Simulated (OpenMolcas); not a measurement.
# O2+: effect of the active space

* Program: OpenMolcas
* Method: SS-CASPT2 or its RAS form, IPEA 0.25 Eh, imaginary shift 0.1 Eh
* Basis: ANO-RCC-VQZP
* Scalar Hamiltonian: DKH2, point nucleus
* Spin-orbit coupling: state interaction with AMFI integrals over the reference wave functions, term energies averaged over their components

A. 2 electrons in 3 orbitals (2p); 2S+1 = 3 even, 3 roots; 2S+1 = 1 even, 6 roots; closed shells correlated: 1s 2s; CASPT2 step of the order of 1.3 core-seconds
B. 4 electrons in 4 orbitals (2s 2p); 2S+1 = 3 even, 6 roots; 2S+1 = 1 even, 11 roots; 2S+1 = 5 odd, 1 root; 2S+1 = 3 odd, 9 roots; 2S+1 = 1 odd, 8 roots; closed shells correlated: 1s; CASPT2 step roughly 5 core-seconds
C. 4 electrons in 8 orbitals (2s 2p 3s 3p); 2S+1 = 3 even, 3 roots; 2S+1 = 1 even, 11 roots; 2S+1 = 5 odd, 1 root; 2S+1 = 3 odd, 9 roots; 2S+1 = 1 odd, 8 roots; closed shells correlated: 1s; CASPT2 step of the order of 16 core-seconds
D. 2 electrons in 9 orbitals (RAS2 2p; RAS3 3s 3d, at most 1 electron); 2S+1 = 3 even, 3 roots; 2S+1 = 1 even, 6 roots; 2S+1 = 3 odd, 3 roots; 2S+1 = 1 odd, 3 roots; closed shells correlated: 1s 2s; CASPT2 step roughly 7 core-seconds
E. 4 electrons in 9 orbitals (RAS2 2s 2p; RAS3 3d, at most 2 electrons); 2S+1 = 3 even, 6 roots; 2S+1 = 1 even, 11 roots; 2S+1 = 5 odd, 1 root; 2S+1 = 3 odd, 9 roots; 2S+1 = 1 odd, 8 roots; closed shells correlated: 1s; CASPT2 step roughly 30 core-seconds

Energies in cm-1 above 2s2 2p2 3P0, the measured ground level; measured values from Moore, Selected Tables of Atomic Spectra, NSRDS-NBS 3, section 11.

```json
{"Level": "2s2 2p2 3P0", "A": "0.0", "B": "0.0", "C": "0.0", "D": "0.0", "E": "0.0", "Measured": "0.0"}
{"Level": "2s2 2p2 3P1", "A": "111", "B": "104", "C": "107", "D": "111", "E": "103", "Measured": "113"}
{"Level": "2s2 2p2 3P2", "A": "328", "B": "306", "C": "317", "D": "328", "E": "304", "Measured": ""}
{"Level": "2s2 2p2 1D2", "A": "20470", "B": "20220", "C": "20660", "D": "20540", "E": "20700", "Measured": "20273"}
{"Level": "2s2 2p2 1S0", "A": "46380", "B": "42420", "C": "42960", "D": "48920", "E": "43720", "Measured": "43186"}
```

Deviations, from unrounded energies. A percentage is the sum of absolute deviations over the sum of measured energies, with the sign that they share, or ± where signs differ.

```tsv
Against measurement	Levels	A	B	C	D	E
mean absolute deviation (cm-1)	3	1100	270	200	2000	330
fine structure of the ground term (%)	1	-1.8	-8.4	-5.1	-1.9	-9.2
other terms of the ground configuration (%)	2	+5.4	-1.3	±1.0	+9.5	+1.5
```

C lies closest to measurement on these levels and D furthest from it. The largest miss of C in the table is 2s2 2p2 1D2, by +380 cm-1. The ranking rests on the paired levels alone, and a cruder setting can come out closer through cancelling errors.

Among A to E the level of the table that moves most is 2s2 2p2 1S0, by 6500 cm-1 (lowest in B, highest in D). Moves below CASPT2's spread within the term are not significant.

CASPT2 does not keep the components of a term degenerate, so their means are used; among the terms shown or strongly mixed into the levels shown the widest spread is 89 cm-1 (2s2 2p2 1D, A). With the s shell closed, the reference lacks s² → p² mixing (holds for A; D). Active for correlation alone: 3p 3s; no level in the range computed is led by a configuration that fills them, so any true level of that kind is missing (holds for C). Active for correlation alone: 3d; no level in the range computed is led by a configuration that fills it, so any true level of that kind is missing (holds for E). Measured partners are found by configuration, term and J. A level has none where our copy of the source lacks it or the pairing is in doubt (some pairs that miss far off the trend of their configuration count as doubtful), and it then counts in no deviation. Only configurations of the active space appear. The table leaves out levels that lie high or whose names do not pair safely across all columns.
